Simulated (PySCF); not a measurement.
C₄H₉N, SMILES C/C=N/CC. Atoms are numbered in the order given.

```xyz
14

C      2.3516    -0.6718    -0.0806
C      1.1240     0.1612     0.0671
N     -0.0127    -0.3351     0.3126
C     -1.1430     0.5494     0.4293
C     -2.2175     0.1912    -0.5842
H      2.1046    -1.7339     0.0468
H      3.1099    -0.3809     0.6650
H      2.8082    -0.5181    -1.0722
H      1.2566     1.2608    -0.0483
H     -0.8542     1.6173     0.3212
H     -1.5567     0.4308     1.4464
H     -2.5060    -0.8652    -0.4804
H     -3.1133     0.8149    -0.4453
H     -1.8511     0.3399    -1.6116
```
Charge 0, spin multiplicity 1.

Geometry optimised at PBE0-D3(BJ)/def2-SVP. The structure was generated by enumeration; whether it is a known compound was not checked. The values are those of a single conformer.

The numbers are results of PBE/def2-TZVP (PySCF), not measurements.

Atomic charges (e):

| atom | IAO | Löwdin | Mulliken |
|---|---|---|---|
| C1 | -0.45 | -0.30 | -0.27 |
| C2 | 0.03 | -0.27 | -0.10 |
| N3 | -0.27 | 0.11 | -0.14 |
| C4 | … | -0.34 | -0.04 |
| C5 | -0.43 | -0.32 | -0.34 |
| H6 | … | 0.13 | 0.12 |
| H7 | … | 0.13 | 0.12 |
| H8 | … | 0.13 | 0.12 |
| H9 | 0.09 | 0.11 | 0.04 |
| H10 | … | 0.11 | 0.06 |
| H11 | … | 0.14 | 0.10 |
| H12 | … | 0.12 | 0.12 |
| H13 | … | 0.12 | 0.11 |
| H14 | … | 0.12 | 0.11 |

Problem. Complete the blanks. (Estimate from the structure and the level; the computed values follow.)

Solution. 
- C4, IAO: -0.15
- H6, IAO: 0.16
- H7, IAO: 0.16
- H8, IAO: 0.16
- H10, IAO: 0.10
- H11, IAO: 0.15
- H12, IAO: 0.15
- H13, IAO: 0.14
- H14, IAO: 0.14

Computed Mayer and Wiberg (Löwdin basis) orders of the bonds:
```
bond    Mayer  Wiberg
------  -----  ------
C1–C2    1.01    1.35
C2–N3    2.04    2.26
N3–C4    0.96    1.35
C4–C5    1.01    1.31
C1–H6    0.96    0.89
C1–H7    0.94    0.88
C1–H8    0.94    0.88
C2–H9    0.94    0.84
C4–H10   0.93    0.85
C4–H11   0.94    0.85
C5–H12   0.96    0.90
C5–H13   0.96    0.90
C5–H14   0.97    0.91
```
